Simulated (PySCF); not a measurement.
r2SCAN on B⁻ (boron, charge -1), [He] 2s2 2p2, high-spin 3P determinant. All numbers are calculated (PySCF 2.14, the spin-free X2C one-electron Hamiltonian (Gaussian nucleus), in aug-cc-pVDZ-DK (4s3p2d, 23 functions)).

```
cycle= 1 E= -24.6626699593477  delta_E= -0.00356  |g|= 0.00838  |ddm|= 0.212
cycle= 2 E= -24.6627772632139  delta_E= -0.000107  |g|= 0.00215  |ddm|= 0.0445
cycle= 3 E= -24.6627776875374  delta_E= -4.24e-07  |g|= 0.00204  |ddm|= 0.0194
cycle= 4 E= -24.6627843975223  delta_E= -6.71e-06  |g|= 0.000464  |ddm|= 0.00996
cycle= 5 E= -24.6627847267885  delta_E= -3.29e-07  |g|= 3.41e-05  |ddm|= 0.00208
cycle= 6 E= -24.6627847294392  delta_E= -2.65e-09  |g|= 3.29e-06  |ddm|= 0.000232
cycle= 7 E= -24.6627847294658  delta_E= -2.66e-11  |g|= 5.63e-07  |ddm|= 1.88e-05
converged SCF energy = -24.6627847294658  <S^2> = 2.0067375  2S+1 = 3.0044883
```

Highest occupied orbital energy: 1.781 eV; ⟨L²⟩ = 2.02; populations by l: s 4.00, p 2.00, d 0.00.

(1) Can this result be used?

Answers

(1) With care. The calculation finished and met its thresholds. At r2SCAN the highest occupied level has a positive energy, so only the finite basis holds that electron; in a semilocal or global hybrid functional this comes from self-interaction and does not mean that the real anion is unbound.
